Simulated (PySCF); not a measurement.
One molecule, one basis, several functionals.

C₂H₈O₂Si.
Geometry (PBE0-D3(BJ)/def2-SVP, Å), atoms numbered from 1 in this order:
```
atom  x, y, z in Å
C1     1.612   -0.601   -0.140
C2     0.737    0.619   -0.416
Si3   -1.055    0.364    0.018
O4    -1.276   -0.039    1.623
O5    -1.571   -0.923   -0.895
H6     2.663   -0.425   -0.418
H7     1.255   -1.475   -0.705
H8     1.588   -0.872    0.928
H9     1.098    1.501    0.143
H10    0.782    0.902   -1.483
H11   -1.858    1.602   -0.256
H12   -1.598    0.655    2.203
H13   -2.399   -1.329   -0.622
```

PySCF, pcSseg-2 basis, density fitting, gas phase, PBE0-D3(BJ)/def2-SVP geometry. One functional is left out:

```csv
functional,exact exchange (%),HOMO energy (eV),LUMO energy (eV),dipole moment (D)
B97-D,0,-6.69,-0.37,1.573
BLYP,0,-6.60,-0.55,1.591
BP86,0,-6.77,-0.42,1.563
LDA,0,-6.76,-0.65,1.631
OPBE,0,-6.60,-0.34,1.506
PBE,0,-6.67,-0.52,1.559
B3LYP,20,-7.87,-0.08,1.676
B97-2,21,-7.81,0.29,1.643
PBE0,25,-8.05,0.26,1.659
BHandHLYP,50,-9.39,0.79,1.780
```

Task: Predict the row of mPW1PW91 (25 % exact exchange) by straight lines through the other rows, and check it.

Result: 
| property | line | computed | computed − line | PBE0 (25 %), for comparison |
| --- | --- | --- | --- | --- |
| HOMO energy (eV) | -8.05 | -8.09 | -0.04 | -8.05 |
| LUMO energy (eV) | 0.19 | 0.25 | +0.06 | 0.26 |
| dipole moment (D) | 1.673 | 1.661 | -0.012 | 1.659 |

Task: Which of these properties follows the share of exact exchange most closely, and which least?

Result: Most closely the HOMO energy, least the dipole moment; the correlations over the tabulated rows are HOMO energy -0.998, LUMO energy 0.963, dipole moment 0.909. The HOMO energy moves by -0.545 eV for every 10 %. Functionals with the same share still differ in their other parts: at 0 % BLYP and BP86 differ by 0.17 eV in it.
